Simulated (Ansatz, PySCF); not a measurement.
Isomers of CH5AlO: 1 is [CH3][AlH][OH], 2 is [O]([AlH2])C; one conformer of each (the lowest of an xTB search), B3LYP-D3(BJ)/def2-TZVP minima.
Isomer 1 (charge 0, multiplicity 1):
```
atom    x (Å)    y (Å)    z (Å)
----  -------  -------  -------
C     -1.2621  -0.1227   0.0480
Al     0.6067   0.3763  -0.1525
O      1.7801  -0.7688   0.3141
H     -1.3748  -1.1290   0.4552
H     -1.7848  -0.0859  -0.9125
H     -1.7861   0.5715   0.7119
H      1.0975   1.7708  -0.7176
H      2.7235  -0.6123   0.2535
```
Isomer 2 (charge 0, multiplicity 1):
```json
[
 {"atom": "C", "x (Å)": "-1.2655", "y (Å)": "0.0620", "z (Å)": "0.3530"},
 {"atom": "O", "x (Å)": "-0.0314", "y (Å)": "-0.6137", "z (Å)": "0.3260"},
 {"atom": "Al", "x (Å)": "1.5772", "y (Å)": "-0.1732", "z (Å)": "0.5935"},
 {"atom": "H", "x (Å)": "-1.1553", "y (Å)": "1.1219", "z (Å)": "0.6102"},
 {"atom": "H", "x (Å)": "-1.9275", "y (Å)": "-0.4023", "z (Å)": "1.0892"},
 {"atom": "H", "x (Å)": "-1.7475", "y (Å)": "-0.0047", "z (Å)": "-0.6262"},
 {"atom": "H", "x (Å)": "2.6455", "y (Å)": "-1.3149", "z (Å)": "0.4417"},
 {"atom": "H", "x (Å)": "1.9046", "y (Å)": "1.3250", "z (Å)": "0.9716"}
]
```

No zero-point or thermal terms.

Rows in 3-21G, 6-31G* carry no dispersion term and start afresh at each structure (6-31G* with six Cartesian d functions).

Run with Ansatz (Gaussian basis) for Hartree–Fock, density functionals and correlated methods; PySCF for 3-21G rows, 6-31G* rows. Values without a source in brackets are computed.

**Question.** One of these levels gives 105.0 kJ/mol for the electronic energy of isomer 2 less that of isomer 1. Name it.
A) B3LYP/6-31G*
B) B3LYP/3-21G
C) SVWN5/def2-TZVPP

**Answer.** C, SVWN5/def2-TZVPP. The others give 80.8 (B3LYP/3-21G), 69.4 (B3LYP/6-31G*)

Ansatz is a program for electronic structure.
